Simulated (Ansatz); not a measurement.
```yaml
crystal:
  periodic: [false, false, false]
  atoms:
    - {symbol: C, position_ang: [-1.592854, -0.347787, 1.631770]}
    - {symbol: B, position_ang: [-0.674728, 0.695994, 0.931767]}
    - {symbol: Al, position_ang: [1.116261, 0.272502, -0.148799]}
    - {symbol: C, position_ang: [1.316145, -0.187674, -2.032424]}
    - {symbol: F, position_ang: [2.531684, 0.354981, 0.722571]}
    - {symbol: H, position_ang: [-2.142620, 0.039176, 2.494010]}
    - {symbol: H, position_ang: [-1.156208, -1.317653, 1.873828]}
    - {symbol: H, position_ang: [-2.365050, -0.538055, 0.862724]}
    - {symbol: H, position_ang: [-1.075228, 1.833129, 0.949810]}
    - {symbol: H, position_ang: [2.011876, 0.496130, -2.529593]}
    - {symbol: H, position_ang: [1.736876, -1.193243, -2.141039]}
    - {symbol: H, position_ang: [0.370746, -0.162599, -2.580724]}
basis:
  gaussian: {orbitals: "6-311G**"}
hamiltonian: {xc: {name: B3LYP}}
output: {forces: true}
```

```sh
$ ansatz run in.yaml --threads 4 --pin off --events-out ev --progress --plain --max-ram 10444MiB
```

Task: How does Ansatz answer? (Estimate.)

Result: The calculation gave: The input was rejected before any iteration.
```
Error: <dir> can't be read: No such file or directory (os error 2)
```

B3LYP here is the variant with VWN-RPA as its local correlation; programs differ in this.
